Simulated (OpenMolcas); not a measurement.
## Co²⁺: Racah parameters, worked from levels

```json
{"Program": "OpenMolcas 26.06", "Basis": "ANO-RCC-VTZP [6s5p3d2f1g]", "Scalar Hamiltonian": "DKH2, point nucleus", "Active space": "7 electrons in 5 orbitals (3d)", "State averaging": "2S+1 = 4 even, 10 roots; 2S+1 = 2 even, 40 roots", "Spin-orbit coupling": "state interaction with AMFI integrals over the reference wave functions, term energies averaged over their components"}
```

Methods: CASSCF; MS-CASPT2, IPEA 0.25 Eh, imaginary shift 0.1 Eh (closed shells correlated: 3s 3p). Measured levels: Sugar and Corliss, J. Phys. Chem. Ref. Data 10, 1097 (1981).

**Racah parameters.** Above ⁴F, d7 has ⁴P at 15B, ²G at 4B + 3C and ²H at 9B + 3C. The first two fix B and C, and the third tests them; where it misses by thousands of cm-1, two parameters do not describe the configuration (Trees and configuration-interaction terms are left out) and B and C hang on the terms chosen. Term energies are centres of gravity, weighted by 2J + 1.

```json
{"Source": "CASSCF", "⁴P": "18454", "²G": "18540", "B": "1230", "C": "4540", "C/B": "3.69", "²H from B, C": "24690", "²H found": "24773"}
{"Source": "MS-CASPT2", "⁴P": "14869", "²G": "15906", "B": "991", "C": "3980", "C/B": "4.02", "²H from B, C": "20859", "²H found": "22129"}
{"Source": "measured", "⁴P": "14561", "²G": "16510", "B": "971", "C": "4209", "C/B": "4.33", "²H from B, C": "21366", "²H found": "22227"}
```

Energies in cm-1. From CASSCF to MS-CASPT2, B changes by -19.4 % and C by -12.3 %. Against the measured terms, MS-CASPT2 has B off by +2.1 % and C by -5.4 %.

Term energies are means over components that CASPT2 splits; among the terms shown or strongly mixed into the levels shown the widest spread is 970 cm-1 (3d⁷ ⁴F, MS-CASPT2). Without dynamic correlation excited terms often stand tens of per cent too high (terms of higher spin than the ground term too low), and those without a measured partner can miss by more than the paired ones (holds for CASSCF). Computed and measured levels are paired by configuration, term and J; levels that our copy of the source lacks, or whose pairing is in doubt (as where it misses far off the trend of its configuration), stay unpaired and out of the deviations. Levels of configurations outside the active space are missing.
